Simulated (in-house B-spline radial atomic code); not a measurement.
Whole-atom quantities along the 4-electron series, configuration [He] 2s2. Breit and QED terms are first order and not part of the total energy; the density at the nucleus is averaged over the nuclear charge. Computed with a radial B-spline atomic code at the basis-set limit: Dirac-Hartree-Fock, average of the configuration, finite nuclei.

| ion | Z | E/Z² (Eh) | Σ<r²> (bohr²) | n(0)/Z³ (bohr⁻³) | Lamb diamagnetic shielding (ppm) | repulsion over attraction | Breit energy (eV) | self-energy (eV) | vacuum polarisation (eV) | Dirac less non-relativistic energy (Eh) |
| --- | --- | --- | --- | --- | --- | --- | --- | --- | --- | --- |
| Ta69+ | 73 | -1.3347 | 0.014296 | 3.0189 | 3814.36 | 0.0081958 | 186.9 | 336.77 | -62.191 | -565.36 |
| W70+ | 74 | -1.3385 | 0.013814 | 3.1349 | 3888.89 | 0.0080734 | 195.41 | 354.19 | -66.396 | -600.12 |
| Re71+ | 75 | -1.3424 | 0.013352 | 3.2594 | 3964.69 | 0.0079539 | 204.21 | 372.34 | -70.859 | -636.62 |
| Os72+ | 76 | -1.3463 | 0.012908 | 3.3816 | 4041.75 | 0.0078372 | 213.3 | 391.26 | -75.582 | -674.9 |
| Ir73+ | 77 | -1.3503 | 0.012481 | 3.5225 | 4120.23 | 0.0077232 | 222.71 | 410.97 | -80.607 | -715.09 |
| Pt74+ | 78 | -1.3545 | 0.012071 | 3.6627 | 4200.08 | 0.0076118 | 232.42 | 431.5 | -85.925 | -757.21 |
| Au75+ | 79 | -1.3586 | 0.011677 | 3.814 | 4281.41 | 0.0075028 | 242.46 | 452.9 | -91.571 | -801.38 |
| Hg76+ | 80 | -1.3629 | 0.011298 | 3.9684 | 4364.25 | 0.0073962 | 252.83 | 475.2 | -97.551 | -847.65 |
| Tl77+ | 81 | -1.3673 | 0.010933 | 4.1361 | 4448.72 | 0.0072919 | 263.54 | 498.43 | -103.9 | -896.14 |

(1) With what power of Z does the column «vacuum polarisation (eV)» change over this range?

Results:

(1) A fit of the logarithm of its size against log Z from Z = 73 to 81 has slope 4.93.
